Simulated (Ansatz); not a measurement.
Cost against result

Saddle point of SiNH$_{6}$BrO, closed shell (SiNH₅O ([NH2][SiH2][OH]) + HBr → SiNH₄Br ([NH2][SiH2][Br]) + H₂O; bonds formed: Si1–Br7, O2–H6; bonds broken: Si1–O2, H6–Br7), PBE0-D4/def2-TZVP structure:

Si1  (-0.556, 0.062, -0.312)
O2  (1.281, 0.491, -0.148)
H3  (-0.635, -0.290, -1.738)
H4  (-1.774, 0.496, 0.403)
N5  (-0.219, -1.333, 0.671)
H6  (1.294, 1.474, -0.325)
Br7  (-0.398, 2.597, -0.925)
H8  (1.586, 0.266, 0.743)
H9  (-0.959, -1.678, 1.261)
H10  (0.381, -2.085, 0.369)
(Å)

Barriers are electronic and count from the start structure reached by relaxing down the imaginary mode.

Ansatz 0.2.0; basis: as named in each row; cores frozen in the correlated methods. Filled d shells of the heavier atoms are correlated. The def2 sets are not built for correlating such inner shells, so the correlated values are less sure here. B3LYP uses VWN-RPA correlation. Extrapolation: Hartree–Fock as exp(−7.88 √X), correlation as X^−2.97.

Times are rough, for one single point on 8 threads of a shared host (Intel Xeon 6975P-C).

The estimate by CCSD(T) at an estimated basis limit (MP2 extrapolated from triple and quadruple zeta, plus CCSD(T) − MP2 in triple zeta) is 19.45 kcal/mol.

```
      method       basis  time (s)  barrier (kcal/mol)  method less estimate
          HF      STO-3G   under 1               22.05                  2.61
      PBE-D4      STO-3G   under 1                8.73                -10.72
       SPW92    def2-SVP   under 1               10.82                 -8.63
      PBE-D4    def2-SVP   under 1               15.59                 -3.86
    B3LYP-D4       6-31G   under 1               12.98                 -6.47
     PBE0-D4    def2-SVP   under 1               16.52                 -2.93
       SPW92  def2-TZVPP   under 1               11.62                 -7.83
      PBE-D4  def2-TZVPP   under 1               16.01                 -3.44
     BLYP-D4  def2-TZVPP   under 1               20.32                  0.87
    B3LYP-D4  def2-TZVPP   under 1               20.70                  1.25
    BHLYP-D4  def2-TZVPP   under 1               21.57                  2.13
     PBE0-D4  def2-TZVPP   under 1               16.89                 -2.56
   r2SCAN-D4  def2-TZVPP         1               17.76                 -1.69
CAM-B3LYP-D4  def2-TZVPP         1               21.44                  2.00
     wB97M-V    def2-SVP         1               17.22                 -2.23
  r2SCAN0-D4  def2-TZVPP         1               17.91                 -1.54
      B2PLYP  def2-TZVPP         2               21.28                  1.83
    PBE-QIDH  def2-TZVPP         2               18.23                 -1.22
  RPA on PBE  def2-TZVPP         2               22.20                  2.75
     CCSD(T)    def2-SVP         2               23.13                  3.69
      B97M-V  def2-TZVPP         2               20.49                  1.05
     wB97X-V  def2-TZVPP         2               19.71                  0.26
     wB97M-V  def2-TZVPP         2               17.99                 -1.46
         MP2  def2-QZVPP         7               19.24                 -0.21
     CCSD(T)  def2-TZVPP        20               21.09                  1.64
```

All methods are single points on the PBE0-D4 structures.

No T1 diagnostic of these runs exceeds 0.010.

Labels in which every atom is bracketed show which atoms are joined, not bond orders.
